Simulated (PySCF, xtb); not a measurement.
C₂H₇Si, SMILES [CH2][SiH2]C, multiplicity 2.

Harmonic wavenumbers (cm⁻¹) from GFN2-xTB (xtb) at its own minimum, in rising order: 49, 124, 192, 433, 522, 557, 650, 709, 768, 789, 821, 831, 868, 1377, 1394, 1497, 1499, 2141, 2187, 3037, 3038, 3043, 3093, 3134.

Question: What does r2SCAN-D4/def2-SVP in PySCF give at its own minimum? (Estimate from the structure and the level; the computed values follow.)

Answer: 95, 171, 210, 449, 544, 604, 672, 691, 757, 821, 875, 911, 948, 1255, 1363, 1432, 1433, 2166, 2192, 3036, 3127, 3142, 3145, 3232. Paired by order, the mean absolute difference is 47 cm⁻¹ and the zero-point energies are 46.8 and 47.6 kcal/mol.
